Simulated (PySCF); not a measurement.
A GIAO shielding run with PySCF 2.14.0 with density-fitted response routines (density fitting, non-relativistic, gas phase) on SMILES C[C@]1(F)C[SiH2]SCS1, C4H9FS2Si:

```
$ OMP_NUM_THREADS=1 python probes_run.py task.json out

{"job": {"kind": "nmr", "xc": "PBE0", "basis": "pcSseg-1"}, "charge": 0, "multiplicity": 1}
C     -1.583851    -1.154781    -1.091897
C     -0.598445    -0.512557    -0.132044
F     -1.027693    -0.758880     1.163100
C     -0.459409     0.988594    -0.317108
Si     0.534580     1.830174     1.077662
S      2.456169     0.874062     1.181077
C      1.882669    -0.856344     1.155422
S      1.025250    -1.373761    -0.351892
H     -1.242483    -1.017838    -2.113689
H     -1.659201    -2.219692    -0.883622
H     -2.564693    -0.699047    -0.971230
H      0.005836     1.165434    -1.286985
H     -1.462365     1.418343    -0.351878
H     -0.146670     1.641455     2.353544
H      0.832085     3.205471     0.721928
H      1.231338    -1.037496     2.006881
H      2.769886    -1.481106     1.217379
```

Hardware: 1 thread of an Intel Xeon, shared host. The job also computes population analyses, field gradients, ring-centre shieldings.

**Question.** How large is the calculation?

**Answer.** 88 electrons, 202 basis functions and 1118 auxiliary functions.

**Question.** How long does it take, and how much memory does it need?

**Answer.** 60 s of wall time, with 13 SCF cycles and 5 response iterations; peak memory 0.85 GiB. Times on a shared host scatter by some tens of per cent.
